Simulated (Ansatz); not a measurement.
Reactions of C$_{5}$H$_{8}$ (`C=CC(=C)C`).

Calculated with Ansatz (gas phase, PBE0-D4/def2-TZVP geometries, no zero-point term in ΔE). CCSD(T)/CBS is the MP2 limit (def2-TZVPP, def2-QZVPP) plus CCSD(T) − MP2 in def2-TZVPP, frozen cores. This one scheme is used for every species. DFT in def2-TZVPP. Triplets are unrestricted, without spin–orbit coupling. For Se outer-core shells are correlated without core-valence functions, which leaves a few kJ/mol of doubt a bond. Scalar relativity is left out up to krypton. One conformer a species, not always the lowest.

```csv
reaction,PBE-D4 (eV),CCSD(T)/CBS(def2) (eV)
`C=CC(=C)C` + H₂O → `C=CC(=C)O` + CH₄,0.08,0.24
`C=CC(=C)C` + `N[SiH2]S` → `C=CN[SiH2]S` + `C=CC`,0.27,0.36
`C=CC(=C)C` → `CC1=CC1C`,1.26,1.40
`C=CC(=C)C` + H₂Se → `C=C(C)[SeH]` + `C=C`,0.36,0.33
`C=CC(=C)C` → `CC=C=CC`,0.49,0.62
`C=CC(=C)C` → `C=CC=C` + `[CH2]` (triplet),4.71,4.65
`C=CC(=C)C` + `CNCO` → `CNCOC` + `C=CC=C`,0.49,0.54
`C=CC(=C)C` → `C=CC1CC1`,0.41,0.49
```

Largest T1 diagnostic: 0.012, for `C=CC(=C)O`.
